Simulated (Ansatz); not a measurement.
Job for Ansatz (a quantum-chemistry and plane-wave program): R-MP2/def2-TZVPPD on F2O2W (SMILES [O]=[W](=[O])([F])[F]), atoms moved off the minimum. Elements past Kr take the def2 small-core potentials; no spin–orbit coupling. Files ending in .json are basis or fitting sets from the Basis Set Exchange.

Ansatz 0.2 input:
```yaml
crystal:
  periodic: [false, false, false]
  atoms:
    - {symbol: W, position_ang: [-0.13238246, -0.05470073, -0.10792102]}
    - {symbol: O, position_ang: [1.40136575, -0.35844191, -0.86501570]}
    - {symbol: O, position_ang: [0.55471935, 0.00976834, 1.59680376]}
    - {symbol: F, position_ang: [-0.48623292, 1.68682085, -0.46153382]}
    - {symbol: F, position_ang: [-1.28313003, -1.17545566, -0.23296581]}
basis:
  gaussian:
    orbitals: def2-TZVPPD.json
magnetization: {spin_polarized: false}
correlation: {method: mp2, electrons: outside_noble_gas}
scf: {lower_state_search: off}
output: {forces: true}
```

The head of its log:

```
WARN ansatz: RAYON_NUM_THREADS=6 ignored (pool sized by the plan → 6); use --threads N
Functional definition: HF
these checks for a lower state are left out or cut short: starts, cluster_reference, orbital_swaps, neighbouring_geometries, increment
integrals: 0.43 GiB planned
1419 factors; integrals over basis functions are off by at most 5.6e-4 eV
mean field: 0.82 GiB planned
mean field evaluation 1: about -11283.5588 eV, gradient 9.0e1 eV
mean field evaluation 2: about -11283.7885 eV, gradient 9.1e1 eV
mean field evaluation 4: about -11298.5259 eV, gradient 1.4e1 eV
mean field evaluation 8: about -11298.8998 eV, gradient 2.2e0 eV
mean field evaluation 16: about -11298.9114 eV, gradient 2.3e-5 eV
mean field -11298.91135222 eV, -415.2273335170 hartree, gradient 2.6e-6 eV, S^2 0.000000; 0 other end points of the search recorded, 0 dependent functions left out
8 core orbitals not correlated
reference -11298.91135222 eV, -415.2273335170 hartree; 16, 16 occupied and 195, 195 virtual orbitals, 1419 factors
densities: 0.83 GiB planned
```

### Question
Predict the final total energy.

### Answer
-416.5137 hartree.
